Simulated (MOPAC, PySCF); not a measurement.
CBr4, SMILES `BrC(Br)(Br)Br`, neutral singlet in the gas phase. 

Cartesian coordinates (Å):
SMILES: BrC(Br)(Br)Br
```xyz
5

Br    -1.1275    -1.4061    -0.7537
C      0.0000     0.0000     0.0000
Br    -1.0680     1.6118     0.2784
Br     0.7326    -0.5989     1.7091
Br     1.4628     0.3931    -1.2337
```
Charge 0, spin multiplicity 1.

All levels are single points at this geometry (B3LYP-D3(BJ)/def2-TZVP); Pople sets use spherical d functions. Orbital energies aren't observables, and empty levels follow the basis.

| level | HOMO (eV) | LUMO (eV) | gap (eV) | dipole (D) | vertical IE, Delta-SCF (eV) |
|---|---|---|---|---|---|
| B3LYP-D3(BJ)/def2-TZVP in PySCF | -8.02 | -2.95 | 5.06 | 0.00 | – |
| M06-2X/def2-TZVP in PySCF | -9.53 | -1.83 | 7.70 | 0.00 | – |
| B3LYP/3-21G in PySCF | -7.55 | -2.53 | 5.01 | 0.00 | – |
| B3LYP/6-311+G** (LANL2DZ on Br) in PySCF | -8.04 | -2.92 | 5.12 | 0.00 | – |
| B3LYP/LANL2DZ in PySCF | -8.02 | -2.93 | 5.09 | 0.00 | – |
| BP86/6-31G* in PySCF | -7.06 | -3.83 | 3.23 | 0.00 | – |
| M06-2X/6-31G* in PySCF | -9.59 | -2.00 | 7.60 | 0.00 | – |
| SVWN5/6-31G* in PySCF | -7.10 | -3.88 | 3.22 | 0.00 | – |
| HF/3-21G in PySCF | -11.03 | 1.29 | 12.32 | 0.00 | – |
| HF/6-31G* in PySCF | -11.33 | 0.85 | 12.18 | 0.00 | 10.68 |
| AM1 in MOPAC | -11.28 | -1.42 | 9.86 | 0.00 | – |
| PM3 in MOPAC | -11.30 | -2.14 | 9.17 | 0.00 | – |
| PM6 in MOPAC | -10.98 | -2.17 | 8.81 | 0.00 | – |
